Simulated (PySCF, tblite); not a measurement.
C8H16N2.
Structure used (GFN2-xTB), in Å, numbered top down from 1:
```
atom  x, y, z in Å
C1     2.8615   -1.0263    1.6470
C2     2.1681   -0.3211    0.5234
C3     2.5063   -0.7612   -0.8748
N4     1.3389    0.5904    0.8138
N5     0.7646    1.4677    0.0597
C6    -0.4371    1.5631   -0.3164
C7    -1.5492    0.5450   -0.1602
C8    -1.7166    0.2122    1.3271
C9    -2.8473    1.1374   -0.7103
C10   -1.2003   -0.7326   -0.9344
H11    2.4879   -0.6687    2.6019
H12    3.9347   -0.8443    1.5968
H13    2.7023   -2.1019    1.5766
H14    3.5835   -0.7133   -1.0284
H15    2.0150   -0.1202   -1.6038
H16    2.1907   -1.7922   -1.0382
H17   -0.6842    2.4975   -0.8042
H18   -2.0040    1.1016    1.8841
H19   -2.4844   -0.5471    1.4596
H20   -0.7822   -0.1619    1.7400
H21   -3.6679    0.4353   -0.5795
H22   -3.0977    2.0588   -0.1889
H23   -2.7506    1.3565   -1.7720
H24   -0.9903   -0.5035   -1.9777
H25   -2.0340   -1.4310   -0.8953
H26   -0.3287   -1.2172   -0.5027
```

Method: PBE0/pcSseg-1 in PySCF (dipole) on a GFN2-xTB geometry, gas phase.

Take the most abundant isotopes and a rigid rotor. The values belong to one conformer with, in the numbering `[CH3:1][C:2]([CH3:3])=[N:4]/[N:5]=[CH:6]\[C:7]([CH3:8])([CH3:9])[CH3:10]`, C2–N4–N5–C6 109°.

Give the principal moments of inertia and the rotational constants in MHz.

Ia = 205.50, Ib = 684.33, Ic = 699.55 u·Å²; 505379 MHz·u·Å²/I gives A = 2459, B = 738.5, C = 722.4 MHz.

What kind of rotor is it?

A near-prolate asymmetric top; Ray's κ = -0.982.

What does the inertial defect say?

Not planar: Δ = Ic − Ia − Ib = -190.28 u·Å². For a rigid frame Δ = −2 Σ m c², so Σ m c² = 95.14 u·Å² lies off the ab plane: 21.28 from hydrogen and 73.86 from heavier atoms. The atom farthest from that plane is 2.06 Å away.

List the rotational levels J(Ka,Kc) to J = 5 (cm⁻¹).

Above 0(0,0):
J = 1: 1(0,1) 0.0487, 1(1,1) 0.1061, 1(1,0) 0.1067
J = 2: 2(0,2) 0.1462, 2(1,2) 0.2031, 2(1,1) 0.2047, 2(2,1) 0.3769, 2(2,0) 0.3769
J = 3: 3(0,3) 0.2924, 3(1,3) 0.3484, 3(1,2) 0.3517, 3(2,2) 0.5231, 3(2,1) 0.5231, 3(3,1) 0.8114, 3(3,0) 0.8114
J = 4: 4(0,4) 0.4873, 4(1,4) 0.5423, 4(1,3) 0.5477, 4(2,3) 0.7180, 4(2,2) 0.7180, 4(3,2) 1.0063, 4(3,1) 1.0063, 4(4,1) 1.4100, 4(4,0) 1.4100
J = 5: 5(0,5) 0.7308, 5(1,5) 0.7846, 5(1,4) 0.7926, 5(2,4) 0.9616, 5(2,3) 0.9618, 5(3,3) 1.2500, 5(3,2) 1.2500, 5(4,2) 1.6537, 5(4,1) 1.6537, 5(5,1) 2.1727, 5(5,0) 2.1727
Those of J = 1 are B + C, A + C and A + B.

Predict some low-J microwave lines.

The dipole components are |μa| = 0.03 D, |μb| = 1.18 D, |μc| = 1.63 D. The squared components, which scale the intensities, stand as 0.00 : 0.52 : 1.00 (a : b : c). Some lines, for components of 0.1 D or more:

```tsv
type	branch	J(Ka,Kc)	MHz	lower level (cm⁻¹)
b	Q	1(1,0) ← 1(0,1)	1737	0.049
b	Q	4(1,3) ← 4(0,4)	1811	0.487
c	R	1(1,0) ← 0(0,0)	3198	0.000
b	R	4(0,4) ← 3(1,3)	4161	0.348
b	Q	2(2,1) ← 2(1,2)	5211	0.203
c	R	3(1,2) ← 2(0,2)	6160	0.146
b	R	4(1,4) ← 3(0,3)	7493	0.292
c	R	2(2,0) ← 1(1,0)	8101	0.107
b	R	2(2,0) ← 1(1,1)	8117	0.106
b	Q	4(3,1) ← 4(2,2)	8643	0.718
c	Q	3(3,1) ← 3(2,1)	8644	0.523
b	Q	4(3,2) ← 4(2,3)	8645	0.718
b	R	3(2,1) ← 2(1,2)	9594	0.203
c	R	4(2,3) ← 3(1,3)	11078	0.348
b	Q	5(4,1) ← 5(3,2)	12102	1.250
c	R	3(3,0) ← 2(2,0)	13027	0.377
c	R	5(3,2) ← 4(2,2)	15948	0.718
b	R	5(5,1) ← 4(4,0)	22864	1.410
c	R	5(5,1) ← 4(4,1)	22864	1.410
b	R	5(5,0) ← 4(4,1)	22864	1.410
```

Its GFN2-xTB frequencies are all real (lowest 30 cm⁻¹). Constants of a rigid frame at the computed geometry: no zero-point averaging, no centrifugal distortion. A rigid rotor knows nothing of internal rotation, which can split or shift real lines. Quadrupole hyperfine structure (14N) is left out.
